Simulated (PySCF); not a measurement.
Correlation energy of Cd⁺ (cadmium, charge +1)

[Kr] 4d10 5s1, 2S determinant. Computed with PySCF 2.14 in x2c-TZVPPall (8s6p6d2f1g, 79 functions), with the spin-free X2C one-electron Hamiltonian (Gaussian nucleus). Frozen: [Ar] 3d10; 19 electrons correlated.

MP2 pair energies summed by pair of shells (mhartree):

| pair | energy | share (%) |
| --- | --- | --- |
| 4d-4d | -349.74 | 52.7 |
| 4p-4d | -164.37 | 24.8 |
| 4p-4p | -44.34 | 6.7 |
| 4d-5s | -40.36 | 6.1 |
| 4s-4d | -34.17 | 5.2 |
| 4s-4p | -21.47 | 3.2 |
| 4p-5s | -4.42 | 0.7 |
| 4s-4s | -3.91 | 0.6 |
| 4s-5s | -0.42 | 0.1 |

Total MP2 correlation energy: -663.20 mhartree.

Same-spin part -223.64 and opposite-spin part -439.56 mhartree; SCS-MP2 scales them by 1/3 and 6/5 to -602.02 mhartree.

This basis was not built for core-valence correlation, so the inner-shell part is incomplete.
